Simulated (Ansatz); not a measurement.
Basis-set series for ClH3MoO4 (`[O]=[Mo]([OH])([OH])([OH])[Cl]`). Charge 0, multiplicity 1. Mo takes the def2 core potential. The geometry is a stationary point of PBE0-D4/def2-TZVP. It is one conformer, not always the lowest.

```xyz
9

O    -0.205   -1.772   -0.044
Mo   -0.018   -0.113   -0.023
O     1.766   -0.118    0.503
O    -0.464    0.043   -1.826
O    -1.295    0.215    1.290
Cl    0.211    2.292   -0.142
H     2.182   -0.971    0.671
H    -0.435    0.968   -2.108
H    -1.742   -0.545    1.679
```

```tsv
functional	basis	functions	energy (Eh)	HOMO (eV)	LUMO (eV)
PBE0-D4	def2-SVP	120	-830.40503	-8.31	-3.48
PBE0-D4	def2-QZVPP	469	-831.00207	-8.48	-3.49
ωB97M-V	def2-SVP	120	-830.66360	-10.43	-1.37
ωB97M-V	def2-QZVPP	469	-831.26674	-10.68	-1.42
```

Question: Give the rows for def2-TZVPP. (An estimate is asked.)

Answer: Ansatz gave: 
| functional | basis | functions | energy (Eh) | HOMO (eV) | LUMO (eV) |
| --- | --- | --- | --- | --- | --- |
| PBE0-D4 | def2-TZVPP | 264 | -830.96668 | -8.45 | -3.48 |
| ωB97M-V | def2-TZVPP | 264 | -831.23252 | -10.63 | -1.40 |
